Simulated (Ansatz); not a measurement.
Consider the redistribution: `[GaH2][GeH3]` + `FBN[SiH3]` → `[F][GeH2][GaH2]` + `BN[SiH3]`.

Program: Ansatz. Geometries: PBE0-D4/def2-TZVP. ΔE: electronic, gas phase. CCSD(T)/CBS is the MP2 limit (def2-TZVPP, def2-QZVPP) plus CCSD(T) − MP2 in def2-TZVPP, frozen cores. Functionals use def2-TZVPP. HSE06 is defined as in plane-wave codes. For Ga, Ge outer-core shells are correlated without core-valence functions, which leaves a few kJ/mol of doubt a bond. Scalar relativity is left out up to krypton. One conformer a species, not always the lowest.

`[GaH2][GeH3]`:

```xyz
7

Ga   -1.214   -0.680    0.243
Ge    0.880    0.499   -0.205
H    -1.225   -2.245    0.395
H    -2.561    0.112    0.412
H     0.668    1.856   -0.902
H     1.603    0.786    1.128
H     1.850   -0.327   -1.070
```

`FBN[SiH3]`:

Z-matrix (Å, degrees):
```
Si
N 1 1.749
H 1 1.483 2 111.0
H 1 1.485 2 106.5 3 119.3
H 1 1.483 2 111.0 3 -121.4
B 2 1.400 1 126.3 3 60.8
H 2 1.008 1 117.2 3 -119.3
F 6 1.338 2 118.2 1 -0.1
H 6 1.196 2 123.2 1 179.9
```

`[F][GeH2][GaH2]`:

Z-matrix (Å, degrees):
```
Ge
Ga 1 2.453
F 1 1.755 2 108.7
H 1 1.544 2 114.9 3 -116.8
H 1 1.544 2 114.9 3 116.8
H 2 1.570 1 118.5 3 179.8
H 2 1.566 1 120.6 3 -0.2
```

`BN[SiH3]`:

Z-matrix (Å, degrees):
```
Si
N 1 1.745
H 1 1.487 2 110.4
H 1 1.480 2 107.6 3 -120.5
H 1 1.487 2 110.4 3 119.0
B 2 1.399 1 126.7 3 120.4
H 2 1.011 1 116.7 3 -59.6
H 6 1.198 2 119.6 1 -180.0
H 6 1.198 2 119.0 1 -0.0
```

| level | ΔE (kcal/mol) | difference from CCSD(T)/CBS |
| --- | --- | --- |
| r2SCAN-D4 | 22.4 | 0.6 |
| r2SCAN0-D4 | 23.2 | 1.4 |
| BHLYP-D4 | 21.7 | -0.1 |
| ωB97X-V | 20.8 | -1.0 |
| r2SCANh | 22.7 | 0.9 |
| HSE06 | 22.3 | 0.5 |
| BHLYP | 21.7 | -0.1 |
| CAM-B3LYP | 21.6 | -0.2 |
| LC-ωPBE | 21.7 | -0.1 |
| CCSD/def2-SVP | 25.3 | 3.5 |
| MP2/def2-TZVPP | 21.7 | -0.1 |
| CCSD/def2-TZVPP | 22.1 | 0.3 |
| SCS-MP2/def2-QZVPP | 20.3 | -1.5 |
| HF/CBS(def2) | 20.8 | -1.0 |
| MP2/CBS(def2) | 21.6 | -0.2 |
| CCSD/CBS(def2) | 21.9 | 0.1 |
| CCSD(T)/CBS | 21.8 | 0 |

Largest T1 diagnostic among the species: 0.013.

At CCSD(T), def2-SVP lies +3.5 kcal/mol from the extrapolated value and def2-TZVPP +0.2 kcal/mol. From PBE to PBE0 (25 % exact exchange), in def2-TZVPP and without D4, ΔE moves by +1.0 kcal/mol. Leaving LDA and LC-ωPBE aside and taking each functional with its dispersion term where it has one, the values, not all of them listed here, spread over 3.3 kcal/mol, from BLYP-D4 to r2SCAN0-D4. LDA lies +3.9 kcal/mol from PBE without D4.
